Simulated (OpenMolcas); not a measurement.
# V3+ in a ligand field

V3+ with 4 ligands (fluoride) in tetrahedral coordination (Td) at 1.82 Å. A charge of +0.25 e stands 3.2 Å behind each ligand. Ligand basis ANO-RCC-VDZP.

* Program: OpenMolcas 26.06
* Method: SS-CASPT2, IPEA 0.25 Eh, imaginary shift 0.1 Eh (closed shells correlated: 3s 3p and the ligand valence shells)
* Basis: ANO-RCC-VTZP [6s5p3d2f1g]
* Scalar Hamiltonian: DKH2, point nucleus
* Active space: 2 electrons in 5 orbitals (3d)
* State averaging: 2S+1 = 3 even, 10 roots; 2S+1 = 1 even, 15 roots
* Spin-orbit coupling: state interaction with AMFI integrals over the reference wave functions

The lowest spin-free states (labels of Td), above the lowest:

```
State  Degeneracy  E (cm-1)
  3A2           1         0
  3T2           3      7450
   1E           2     10540
  3T1           3     13300
  1T2           3     17590
  1A1           1     18490
  3T1           3     22010
  1T1           3     22110
   1E           2     28400
  1T2           3     29480
  1A1           1     46310
```

The lowest levels with spin-orbit coupling:

```csv
E (cm-1),Degeneracy,Label,2S+1
0,3,T2,3
7390,1,A2,3
7430,3,T2,3
7460,2,E,3
7490,3,T1,3
10550,2,E,1
13190,3,T2,3
13220,2,E,3
13430,3,T1,3
13530,1,A1,3
17590,3,T2,1
18510,1,A1,1
21860,1,A1,3
21930,3,T1,3
22110,2,E,3
22120,3,T2,3
22140,3,T1,1
28420,2,E,1
29500,3,T2,1
46330,1,A1,1
```

Electric-dipole absorption from the lowest level at this geometry, strongest bands:

```tsv
E (cm-1)	λ (nm)	Label	f
13190	758	T2	1.74e-04
13220	757	E	1.15e-04
13430	745	T1	1.69e-04
13530	739	A1	5.60e-05
17590	568	T2	1.66e-06
21860	458	A1	1.07e-04
21930	456	T1	3.00e-04
22110	452	E	2.12e-04
22120	452	T2	3.16e-04
22140	452	T1	2.00e-05
```

Powder χT (cm3 K/mol): 0.913 at 2 K, 0.915 at 10 K, 0.923 at 50 K, 0.934 at 100 K, 0.956 at 200 K, 0.978 at 300 K. The effective moment at 300 K is 2.828 √(χT) = 2.80 μB.

The lowest level has 2S+1 = 3, for which the spin-only value is χT = S(S+1) / 2 = 1.000 cm3 K/mol (g = 2). The computed 0.978 at 300 K differs by -0.022, through orbital momentum, spin-orbit coupling and any other state in reach.

Roots that are degenerate in the reference are averaged as groups; the widest CASPT2 spread within a group is 600 cm-1 (the 3-fold group of multiplicity 1 near 22100 cm-1 above the lowest state of its run). Shifts and gaps below about the spread of the groups concerned are not significant. Ligand-to-metal charge-transfer states are missing. With no ligand orbital active B as a rule stays too high, so bands that hang on it stand too high and its fall with covalency is understated. With one d shell and no ligand orbital active, 10Dq can be off by a tenth or more. No measured value stands beside these numbers; the geometry is a model, was not optimised and need not be the one that this ion takes.
